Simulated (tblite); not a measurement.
C3H6FSe (doublet state).
Numbering: `[CH3:1][C@H:2]([Se:3])[CH2:4][F:5]` (hydrogens: H6, H7, H8 on C1; H9 on C2; H10, H11 on C4)

Computed with GFN2-xTB (tblite), gas phase: L-BFGS steps from a force-field or distance-geometry start until the largest atomic force falls under 0.01 eV/Å.

Step 27: E = -472.4542 eV
```
atom  x, y, z in Å  |  force x, y, z in eV/Å
C1      1.2804   -0.2702   -0.0017   -0.281   0.112  -0.016
C2      0.0162    0.5679    0.1274   -0.111  -0.069  -0.027
Se3    -0.2028    1.3004    1.9522    0.063   0.028  -0.015
C4     -1.2371   -0.2266   -0.2096    0.031  -0.069   0.070
F5     -1.2450   -0.5287   -1.5487   -0.016  -0.030   0.064
H6      2.1525    0.3652    0.0611    0.203   0.065   0.013
H7      1.3389   -1.0314    0.7697   -0.055  -0.027   0.116
H8      1.2614   -0.7668   -0.9651    0.087  -0.036  -0.173
H9      0.0491    1.4222   -0.5543    0.114   0.080   0.056
H10    -1.2587   -1.1690    0.3440   -0.022  -0.106  -0.037
H11    -2.1496    0.3397   -0.0008   -0.012   0.051  -0.051
```

Step 28: E = -472.4584 eV
```
atom  x, y, z in Å  |  force x, y, z in eV/Å
C1      1.2812   -0.2689   -0.0003   -0.069   0.035  -0.032
C2      0.0142    0.5620    0.1201   -0.079   0.013   0.005
Se3    -0.1939    1.3077    1.9444    0.050   0.021  -0.039
C4     -1.2419   -0.2304   -0.2071    0.007  -0.037   0.033
F5     -1.2633   -0.5236   -1.5490   -0.015  -0.034   0.085
H6      2.1563    0.3722    0.0846    0.008  -0.068  -0.006
H7      1.3316   -1.0390    0.7695   -0.054   0.064  -0.012
H8      1.2838   -0.7570   -0.9737    0.075   0.026  -0.017
H9      0.0500    1.4142   -0.5661    0.084   0.050   0.078
H10    -1.2631   -1.1774    0.3397   -0.018  -0.073  -0.039
H11    -2.1496    0.3428    0.0120    0.011   0.003  -0.056
```

Problem. Estimate the geometry and energy of step 29. (The exact step hangs on the optimiser's Hessian estimate; all steps are aligned on step 28, rigid shifts and turns removed.)

Solution. E = -472.4597 eV, largest force 0.102 eV/Å
```
atom  x, y, z in Å  |  force x, y, z in eV/Å
C1      1.2802   -0.2678   -0.0004    0.004  -0.001  -0.031
C2      0.0125    0.5605    0.1178   -0.033   0.040   0.033
Se3    -0.1908    1.3103    1.9417    0.043   0.019  -0.037
C4     -1.2431   -0.2323   -0.2058   -0.011  -0.019   0.017
F5     -1.2679   -0.5230   -1.5478   -0.016  -0.043   0.060
H6      2.1572    0.3727    0.0906   -0.042  -0.084  -0.009
H7      1.3283   -1.0400    0.7689   -0.055   0.077  -0.039
H8      1.2907   -0.7536   -0.9761    0.060   0.038   0.017
H9      0.0521    1.4134   -0.5676    0.055   0.041   0.068
H10    -1.2645   -1.1811    0.3381   -0.014  -0.052  -0.031
H11    -2.1492    0.3436    0.0147    0.009  -0.014  -0.048
```

The energy changes by -0.0014 eV. The first-order estimate −F·Δx gives -0.0017 eV and the mean of the old and new forces, exact on a quadratic surface, -0.0014 eV. The step makes an angle of 64° with the force vector and moves no atom by more than 0.008 Å.

The cost below is that of the whole relaxation. Hardware: Arm Neoverse V1, one thread, no GPU (shared host). Cost: 0.26 s of wall time.
